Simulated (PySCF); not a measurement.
Job for PySCF: R-HF/3-21G on CH7BSi (SMILES CB[SiH3]), a point of a torsion scan.

```python
from pyscf import gto, scf, dft, mp
from pyscf.data.elements import chemcore

mol = gto.M(
    atom='''
    C    -1.52026812    0.11355852    0.32305455
    B    -0.31046509   -0.24288639   -0.61076076
    Si    1.55393130   -0.04623655   -0.03212922
    H    -2.40508405   -0.49956304    0.15584355
    H    -1.82002781    1.13587788    0.07543369
    H    -1.29757265    0.10968433    1.38851750
    H    -0.56739427   -0.59789776   -1.70243750
    H     2.30390542   -1.31351913   -0.05778292
    H     2.33164578    0.87443017   -0.87895533
    H     1.73228335    0.46567264    1.33671902
    ''',
    basis='3-21g',
    charge=0, spin=0, verbose=3, max_memory=1800)
mf = scf.RHF(mol)
mf.conv_tol = 1e-8
mf.max_cycle = 100
mf.kernel()
if not mf.converged:
    mf = mf.newton().run(mf.mo_coeff, mf.mo_occ)
```

Output:

```
converged SCF energy = -353.620403377535
```

The run converged.

Cost: around 0.25 core-seconds (rough).
